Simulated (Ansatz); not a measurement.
Start from `C1[SiH2]S1` and change one atom or group to get `C[SiH]1CS1`.

Ansatz, PBE0-D4/def2-TZVP geometries, multiplicity 1. 

```json
{"property": "LUMO energy (PBE/def2-TZVPP) / eV", "`C1[SiH2]S1`": "-1.22"}
{"property": "HOMO energy (ωB97M-V/def2-TZVPP) / eV", "`C1[SiH2]S1`": "-9.16"}
{"property": "size of the dipole moment (B3LYP/def2-TZVPP) / D", "`C1[SiH2]S1`": "1.75"}
{"property": "HOMO energy (PBE/def2-TZVPP) / eV", "`C1[SiH2]S1`": "-5.79"}
{"property": "HOMO–LUMO gap (B3LYP/def2-TZVPP) / eV", "`C1[SiH2]S1`": "6.12"}
{"property": "size of the dipole moment (PBE/def2-TZVPP) / D", "`C1[SiH2]S1`": "1.62"}
```

Give the same properties after the change, and the shifts. (Estimate.)

Ansatz gave: 
```csv
property,`C[SiH]1CS1`,shift
LUMO energy (PBE/def2-TZVPP) / eV,-0.64,0.58
HOMO energy (ωB97M-V/def2-TZVPP) / eV,-8.94,0.22
size of the dipole moment (B3LYP/def2-TZVPP) / D,2.36,0.61
HOMO energy (PBE/def2-TZVPP) / eV,-5.57,0.22
HOMO–LUMO gap (B3LYP/def2-TZVPP) / eV,6.51,0.39
size of the dipole moment (PBE/def2-TZVPP) / D,2.25,0.63
```

With PBE0 the HOMO rises by 0.21 eV and the LUMO rises by 0.60 eV, so the gap widens by about 0.39 eV. PBE moves the HOMO by 0.22 eV and ωB97M-V by 0.22 eV. The zero-point energy changes by 75.8 kJ/mol with +9 modes. Dipoles are sizes alone; their direction can turn.

B3LYP here is the variant with VWN-RPA as its local correlation; programs differ in this.
